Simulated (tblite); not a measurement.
Record of a relaxation.

Compound: C₄H₁₁FGe₂O.
SMILES with atom numbers: `[CH3:1][C@:2]1([F:3])[CH2:4][Ge@@H:5]([O:6][GeH3:7])[CH2:8]1` (hydrogens: H9, H10, H11 on C1; H12, H13 on C4; H14 on Ge5; H15, H16, H17 on Ge7; H18, H19 on C8)

Computed with GFN2-xTB (tblite), gas phase: L-BFGS steps from a force-field or distance-geometry start until the largest atomic force falls under 0.01 eV/Å. 11 of its 139 geometries are shown.

Step 0: E = -729.4811 eV, largest atomic force 2.300 eV/Å
```
atom  x, y, z in Å  |  force x, y, z in eV/Å
C1     -2.684   -0.606    0.443   -0.780   0.013  -0.065
C2     -1.528   -0.094   -0.416    0.957   0.102   1.433
F3     -1.860   -0.073   -1.744   -0.183   0.028   0.018
C4     -0.231   -0.893   -0.198    0.445  -2.224   0.383
Ge5     0.795    0.619    0.439    0.045   0.439   0.168
O6      1.974    1.178   -0.792    0.662  -0.572   0.669
Ge7     3.396    0.107   -0.586    0.674  -0.146  -0.143
C8     -0.983    1.272    0.058   -1.054   1.847   0.079
H9     -2.971   -1.631    0.123    0.185   0.658   0.190
H10    -2.422   -0.629    1.525   -0.029   0.077  -0.913
H11    -3.572    0.064    0.310    0.717  -0.574   0.106
H12    -0.314   -1.679    0.604   -0.227   0.300  -1.116
H13     0.179   -1.303   -1.127   -0.384  -0.318   0.166
H14     1.236    0.615    1.917    0.264   0.089  -0.294
H15     2.979   -1.360   -0.836    0.086   0.476   0.111
H16     4.490    0.504   -1.588   -0.463   0.047   0.204
H17     3.963    0.252    0.857   -0.302  -0.039  -0.526
H18    -0.980    2.012   -0.765   -0.474  -0.173   0.534
H19    -1.477    1.655    0.981   -0.139  -0.030  -1.004
```

Step 14: E = -730.1333 eV, largest atomic force 0.203 eV/Å
```
atom  x, y, z in Å  |  force x, y, z in eV/Å
C1     -2.683   -0.587    0.439   -0.145  -0.070   0.123
C2     -1.496   -0.085   -0.345   -0.011   0.025   0.035
F3     -1.843   -0.080   -1.686   -0.086  -0.018  -0.183
C4     -0.244   -0.959   -0.160    0.076  -0.026   0.042
Ge5     0.758    0.642    0.472    0.111  -0.004   0.039
O6      2.102    1.094   -0.602   -0.011  -0.131   0.094
Ge7     3.526    0.061   -0.567    0.025   0.004  -0.036
C8     -1.058    1.337    0.047    0.069   0.149   0.016
H9     -2.929   -1.592    0.111   -0.156  -0.039  -0.066
H10    -2.434   -0.621    1.492    0.058   0.032   0.152
H11    -3.535    0.073    0.301   -0.077  -0.047  -0.070
H12    -0.416   -1.794    0.520    0.044   0.054  -0.107
H13     0.074   -1.345   -1.131    0.043  -0.030   0.107
H14     1.365    0.688    1.886   -0.133   0.015  -0.039
H15     3.090   -1.354   -0.845    0.075   0.049   0.000
H16     4.406    0.616   -1.638   -0.011   0.046   0.023
H17     4.096    0.165    0.824    0.059  -0.028  -0.100
H18    -1.159    2.014   -0.798    0.063   0.027   0.021
H19    -1.629    1.735    0.884    0.008  -0.010  -0.051
```

Step 28: E = -730.2105 eV, largest atomic force 0.257 eV/Å
```
atom  x, y, z in Å  |  force x, y, z in eV/Å
C1     -2.755   -0.571    0.460    0.236   0.088  -0.051
C2     -1.549   -0.090   -0.339    0.038  -0.015  -0.116
F3     -1.914   -0.130   -1.690    0.087   0.016   0.230
C4     -0.294   -0.973   -0.127   -0.059   0.131  -0.026
Ge5     0.716    0.602    0.554   -0.081  -0.011  -0.010
O6      2.167    0.934   -0.406   -0.027   0.018   0.056
Ge7     3.669    0.049   -0.607   -0.082  -0.004   0.056
C8     -1.066    1.343    0.007   -0.002  -0.196  -0.062
H9     -3.011   -1.580    0.137   -0.088   0.113   0.000
H10    -2.504   -0.593    1.516    0.023   0.029   0.037
H11    -3.598    0.099    0.305   -0.009  -0.085  -0.040
H12    -0.477   -1.840    0.496   -0.052  -0.071   0.053
H13     0.093   -1.312   -1.087   -0.046  -0.013  -0.024
H14     1.157    0.763    2.008   -0.017  -0.048   0.026
H15     3.352   -1.377   -0.960    0.012   0.039  -0.062
H16     4.357    0.814   -1.684   -0.001   0.017  -0.064
H17     4.421    0.081    0.692    0.007   0.032   0.027
H18    -1.108    1.994   -0.862    0.038  -0.039  -0.088
H19    -1.665    1.797    0.791    0.023  -0.001   0.059
```

Step 41: E = -730.2574 eV, largest atomic force 0.181 eV/Å
```
atom  x, y, z in Å  |  force x, y, z in eV/Å
C1     -2.765   -0.500    0.472   -0.046   0.006   0.083
C2     -1.552   -0.122   -0.354    0.048  -0.001   0.076
F3     -1.916   -0.199   -1.689   -0.031  -0.018  -0.177
C4     -0.344   -1.045   -0.097    0.075  -0.139   0.010
Ge5     0.679    0.490    0.650   -0.016   0.048   0.034
O6      2.204    0.872   -0.148   -0.053  -0.070   0.001
Ge7     3.712    0.121   -0.621   -0.011   0.060  -0.075
C8     -1.005    1.292   -0.060   -0.003   0.137   0.037
H9     -3.101   -1.506    0.217    0.057   0.091  -0.007
H10    -2.485   -0.471    1.521   -0.058  -0.004   0.080
H11    -3.585    0.195    0.295    0.074  -0.024  -0.010
H12    -0.580   -1.925    0.499   -0.024   0.051  -0.007
H13     0.073   -1.382   -1.046   -0.020  -0.007  -0.043
H14     0.955    0.627    2.153    0.020  -0.040  -0.066
H15     3.480   -1.269   -1.140   -0.065  -0.050   0.078
H16     4.199    0.990   -1.741    0.011   0.068   0.118
H17     4.580    0.115    0.606    0.018   0.007  -0.085
H18    -0.953    1.882   -0.975    0.072  -0.058   0.035
H19    -1.607    1.843    0.662   -0.048  -0.058  -0.082
```

Step 55: E = -730.3128 eV, largest atomic force 0.090 eV/Å
```
atom  x, y, z in Å  |  force x, y, z in eV/Å
C1     -2.751   -0.372    0.506   -0.002   0.006   0.018
C2     -1.535   -0.177   -0.376   -0.009   0.000  -0.007
F3     -1.954   -0.311   -1.697    0.072   0.022   0.021
C4     -0.402   -1.176   -0.071   -0.008   0.000  -0.028
Ge5     0.626    0.300    0.793    0.015   0.026  -0.085
O6      2.234    0.705    0.219    0.032  -0.068   0.041
Ge7     3.683    0.268   -0.654   -0.060   0.000   0.051
C8     -0.882    1.202   -0.153   -0.020  -0.030  -0.036
H9     -3.183   -1.357    0.350    0.012  -0.015   0.007
H10    -2.449   -0.261    1.544   -0.029  -0.021   0.054
H11    -3.498    0.380    0.263   -0.054  -0.001   0.023
H12    -0.727   -2.033    0.513   -0.024  -0.011  -0.020
H13     0.029   -1.537   -1.003    0.050   0.005  -0.023
H14     0.773    0.320    2.308    0.013   0.054   0.018
H15     3.481   -1.072   -1.299   -0.002   0.011  -0.021
H16     3.887    1.369   -1.648   -0.027   0.009  -0.025
H17     4.780    0.226    0.369   -0.034  -0.001   0.015
H18    -0.578    1.632   -1.107    0.012  -0.011   0.005
H19    -1.544    1.904    0.348    0.062   0.026  -0.009
```

Step 69: E = -730.3503 eV, largest atomic force 0.099 eV/Å
```
atom  x, y, z in Å  |  force x, y, z in eV/Å
C1     -2.728   -0.293    0.536    0.034   0.022  -0.037
C2     -1.520   -0.195   -0.377    0.026   0.009  -0.031
F3     -1.974   -0.349   -1.686    0.017  -0.031   0.024
C4     -0.446   -1.248   -0.053    0.029   0.017  -0.002
Ge5     0.612    0.180    0.865   -0.010  -0.027   0.038
O6      2.322    0.404    0.538   -0.024  -0.013  -0.037
Ge7     3.600    0.355   -0.652   -0.046   0.061  -0.011
C8     -0.748    1.130   -0.244   -0.006  -0.011   0.025
H9     -3.189   -1.272    0.423    0.003   0.023   0.041
H10    -2.422   -0.147    1.569    0.029  -0.021  -0.033
H11    -3.460    0.465    0.267   -0.005   0.031   0.003
H12    -0.828   -2.117    0.476    0.017  -0.008  -0.036
H13     0.024   -1.573   -0.981    0.017  -0.051   0.021
H14     0.639    0.270    2.383   -0.031   0.023  -0.017
H15     3.443   -0.889   -1.474    0.014  -0.005  -0.012
H16     3.525    1.593   -1.508   -0.041  -0.067   0.061
H17     4.815    0.341    0.218    0.035  -0.016  -0.014
H18    -0.329    1.395   -1.217   -0.049   0.042   0.028
H19    -1.345    1.959    0.124   -0.009   0.024  -0.013
```

Step 83: E = -730.3632 eV, largest atomic force 0.020 eV/Å
```
atom  x, y, z in Å  |  force x, y, z in eV/Å
C1     -2.682   -0.247    0.534   -0.006   0.008  -0.001
C2     -1.488   -0.213   -0.400   -0.001   0.004   0.003
F3     -1.954   -0.384   -1.700    0.007  -0.007  -0.006
C4     -0.445   -1.287   -0.048   -0.002  -0.001  -0.003
Ge5     0.598    0.126    0.898    0.009   0.000   0.003
O6      2.324    0.273    0.623    0.000   0.000   0.009
Ge7     3.522    0.387   -0.643   -0.002  -0.020   0.001
C8     -0.690    1.097   -0.277    0.005  -0.005   0.001
H9     -3.183   -1.210    0.468   -0.004   0.007  -0.005
H10    -2.340   -0.087    1.554    0.001  -0.012  -0.002
H11    -3.390    0.534    0.266   -0.007   0.003  -0.006
H12    -0.859   -2.156    0.457    0.001   0.006   0.001
H13     0.058   -1.621   -0.957    0.007   0.000  -0.003
H14     0.552    0.259    2.409    0.007   0.004   0.018
H15     3.400   -0.806   -1.546   -0.011   0.010   0.002
H16     3.292    1.667   -1.390    0.003   0.007  -0.013
H17     4.798    0.388    0.137    0.000   0.004  -0.004
H18    -0.241    1.344   -1.240   -0.004  -0.002  -0.002
H19    -1.280    1.946    0.058   -0.004  -0.008   0.006
```

Step 97: E = -730.3642 eV, largest atomic force 0.032 eV/Å
```
atom  x, y, z in Å  |  force x, y, z in eV/Å
C1     -2.687   -0.253    0.522   -0.002   0.010  -0.002
C2     -1.482   -0.214   -0.399    0.002  -0.008   0.000
F3     -1.933   -0.390   -1.703    0.004   0.012  -0.006
C4     -0.437   -1.284   -0.039    0.011   0.002  -0.001
Ge5     0.601    0.134    0.909   -0.008  -0.002  -0.006
O6      2.326    0.283    0.627   -0.002   0.012   0.000
Ge7     3.515    0.380   -0.648    0.024   0.021  -0.004
C8     -0.693    1.100   -0.266   -0.006   0.005   0.004
H9     -3.198   -1.209    0.436    0.012   0.013  -0.002
H10    -2.353   -0.109    1.547   -0.001  -0.019   0.005
H11    -3.383    0.540    0.258   -0.018  -0.001  -0.010
H12    -0.852   -2.155    0.461    0.003   0.005   0.011
H13     0.073   -1.613   -0.945    0.003  -0.001   0.006
H14     0.564    0.277    2.421    0.000  -0.003  -0.001
H15     3.373   -0.814   -1.543   -0.007  -0.027  -0.011
H16     3.302    1.654   -1.412   -0.017   0.001   0.011
H17     4.797    0.381    0.121   -0.007  -0.008  -0.005
H18    -0.253    1.365   -1.228    0.001  -0.011   0.017
H19    -1.292    1.937    0.084    0.006   0.000  -0.008
```

Step 110: E = -730.3664 eV, largest atomic force 0.022 eV/Å
```
atom  x, y, z in Å  |  force x, y, z in eV/Å
C1     -2.687   -0.254    0.489    0.004   0.001  -0.006
C2     -1.454   -0.216   -0.394    0.001   0.017  -0.002
F3     -1.866   -0.388   -1.712    0.001  -0.003   0.005
C4     -0.415   -1.284   -0.009   -0.009   0.004   0.007
Ge5     0.609    0.136    0.951    0.001  -0.003  -0.017
O6      2.333    0.296    0.659   -0.016  -0.006   0.014
Ge7     3.463    0.383   -0.670    0.009  -0.008  -0.008
C8     -0.669    1.098   -0.241    0.002   0.011  -0.003
H9     -3.216   -1.195    0.354    0.012  -0.010   0.007
H10    -2.384   -0.154    1.530    0.009  -0.006  -0.013
H11    -3.357    0.562    0.230   -0.005  -0.007  -0.009
H12    -0.837   -2.152    0.490   -0.007   0.006   0.005
H13     0.112   -1.621   -0.903   -0.003   0.000   0.007
H14     0.572    0.279    2.462    0.005  -0.002   0.006
H15     3.268   -0.811   -1.560    0.001   0.020   0.005
H16     3.222    1.665   -1.412   -0.003  -0.010  -0.004
H17     4.778    0.367    0.040   -0.001  -0.005  -0.006
H18    -0.206    1.361   -1.193    0.011  -0.003  -0.004
H19    -1.274    1.938    0.090   -0.013   0.005   0.015
```

Step 124: E = -730.3675 eV, largest atomic force 0.014 eV/Å
```
atom  x, y, z in Å  |  force x, y, z in eV/Å
C1     -2.688   -0.268    0.464   -0.003   0.003   0.002
C2     -1.439   -0.207   -0.395    0.000  -0.001   0.000
F3     -1.823   -0.377   -1.721    0.005   0.005  -0.008
C4     -0.404   -1.272    0.011    0.001  -0.003  -0.001
Ge5     0.613    0.153    0.970    0.007  -0.008   0.003
O6      2.335    0.310    0.666    0.003  -0.003  -0.005
Ge7     3.446    0.370   -0.683   -0.003   0.009   0.009
C8     -0.670    1.114   -0.219   -0.006   0.000  -0.002
H9     -3.202   -1.214    0.305    0.001  -0.005   0.008
H10    -2.402   -0.182    1.510   -0.003   0.006   0.007
H11    -3.364    0.543    0.207   -0.003   0.001  -0.014
H12    -0.836   -2.130    0.517    0.007  -0.003   0.000
H13     0.130   -1.623   -0.873    0.000   0.003   0.000
H14     0.589    0.292    2.482   -0.001   0.002   0.001
H15     3.219   -0.824   -1.565   -0.001  -0.008   0.001
H16     3.206    1.647   -1.433    0.001   0.006  -0.002
H17     4.772    0.341    0.005   -0.004  -0.004  -0.006
H18    -0.203    1.396   -1.164   -0.002  -0.003   0.000
H19    -1.288    1.940    0.121    0.002   0.002   0.007
```

Step 138: E = -730.3684 eV, largest atomic force 0.009 eV/Å
```
atom  x, y, z in Å  |  force x, y, z in eV/Å
C1     -2.690   -0.272    0.441    0.002  -0.002   0.000
C2     -1.424   -0.205   -0.391   -0.001  -0.003  -0.002
F3     -1.780   -0.367   -1.727    0.002  -0.001   0.004
C4     -0.393   -1.270    0.025   -0.003   0.008  -0.003
Ge5     0.621    0.153    0.990   -0.008  -0.001   0.005
O6      2.342    0.316    0.679    0.001  -0.002  -0.001
Ge7     3.421    0.367   -0.696    0.003   0.002  -0.004
C8     -0.662    1.118   -0.195    0.004  -0.002   0.005
H9     -3.180   -1.233    0.298   -0.001   0.003   0.000
H10    -2.431   -0.150    1.490   -0.001   0.001   0.002
H11    -3.377    0.517    0.144    0.003  -0.001  -0.003
H12    -0.830   -2.127    0.531    0.005   0.001   0.000
H13     0.147   -1.625   -0.855   -0.003   0.003   0.003
H14     0.601    0.289    2.503    0.003  -0.001  -0.001
H15     3.162   -0.826   -1.569    0.001   0.003  -0.005
H16     3.179    1.648   -1.439   -0.002  -0.006   0.002
H17     4.764    0.323   -0.043    0.000  -0.001   0.003
H18    -0.195    1.416   -1.135   -0.001   0.003   0.000
H19    -1.285    1.936    0.156   -0.004  -0.003  -0.006
```

Problem. Summarise the path.

Solution. The energy falls by 85.61 kJ/mol from step 0 to step 138; nine tenths of that is first reached at step 45. It never rises by more than 0.2 meV. The largest force goes from 2.300 to 0.009 eV/Å. Among the bonds Ge7–H17 changes most (a near tie, within 0.001 Å, with another), from 1.557 to 1.494 Å; the atoms move by 0.852 Å rms after alignment.

What follows is the cost of the whole relaxation. On one thread, Arm Neoverse V1 (aarch64), shared host with 32 logical CPUs at a one-minute load of 24, this took 1.2 s wall.
